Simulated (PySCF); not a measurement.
Functional benchmark on one molecule

Molecule: SMILES O=C(O)c1cccs1, C5H4O2S.

Structure with atom numbers: `[O:1]=[C:2]([OH:3])[c:4]1[cH:5][cH:6][cH:7][s:8]1`; H(Xn) means a hydrogen on atom n.

Geometry PBE0-D3(BJ)/def2-SVP throughout; GIAO in PySCF 2.14.0 with density-fitted response routines, gas phase, one conformer, non-relativistic; equivalent atoms averaged; basis pcSseg-1.

Reference values (estimated from measurements, as parent shift plus tabulated substituent increments; solution, not stated per compound (mostly CDCl3 or CCl4); Pretsch, Buehlmann, Badertscher, Structure Determination of Organic Compounds, 4th ed. (2009)): δ(H(C5)) = 7.76 ppm, δ(H(C6)) = 7.04 ppm, δ(H(C7)) = 7.60 ppm. Computed shifts are taken against TMS, calculated as an isolated molecule at each level.

Question: How do the functionals OPBE, KT2, B97-D, PBE0, WP04, B97-2, BHandHLYP, CAM-B3LYP, wB97X-D perform against the reference? Times are CPU seconds on shared hosts with different chips, so compare them loosely; the GGAs took longer than the global hybrids here, which isn't the general rule, and the cause wasn't traced.

Answer: 
```tsv
functional	kind	H(C5)	H(C6)	H(C7)	mean abs. error H	core-s
OPBE	GGA	8.02	7.22	7.27	0.26	32
KT2	GGA	7.87	7.05	7.09	0.21	30
B97-D	GGA	7.89	7.05	7.12	0.21	30
PBE0	global hybrid	8.13	7.22	7.37	0.26	18
WP04	global hybrid	7.84	6.92	7.19	0.20	23
B97-2	global hybrid	8.07	7.16	7.32	0.24	14
BHandHLYP	global hybrid	8.21	7.16	7.45	0.24	14
CAM-B3LYP	range-separated hybrid	8.09	7.12	7.36	0.22	27
wB97X-D	range-separated hybrid	8.14	7.19	7.42	0.24	28
```

For ¹H the closest is WP04 (0.20 ppm, with B97-D, KT2, CAM-B3LYP practically level) and the furthest PBE0 (0.26 ppm). One molecule is a small sample, and vibrational and solvent effects are absent from the calculation.
